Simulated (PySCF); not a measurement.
Isomers of C2H2OSi. All species are isolated molecules in the gas phase. Strings in code marks are SMILES.

The T1 excitation (TDA) from two functionals at the same geometries (PBE0-D3(BJ)/def2-TZVP), both in PySCF: PBE-D3(BJ)/def2-TZVP and PBE0-D3(BJ)/def2-TZVP. Excitations are Tamm–Dancoff values on a coarser integration grid. The basis has no diffuse functions, so Rydberg states are missing or too high.

```tsv
species	PBE0-D3(BJ)/def2-TZVP (eV)
`c1[si](=O)c1`	4.19
`C#C[SiH]=O`	3.73
`O=C=C=[SiH2]`	2.19
```

Q: What does PBE-D3(BJ)/def2-TZVP give for each?

A: 
- `c1[si](=O)c1`: 3.75
- `C#C[SiH]=O`: 3.26
- `O=C=C=[SiH2]`: 2.03
Over these rows, drawn at random from the members with no instability flagged (it was tested for open shells, ions and some series alone), PBE minus PBE0-D3(BJ): mean -0.36 eV, from -0.47 eV to -0.16 eV.
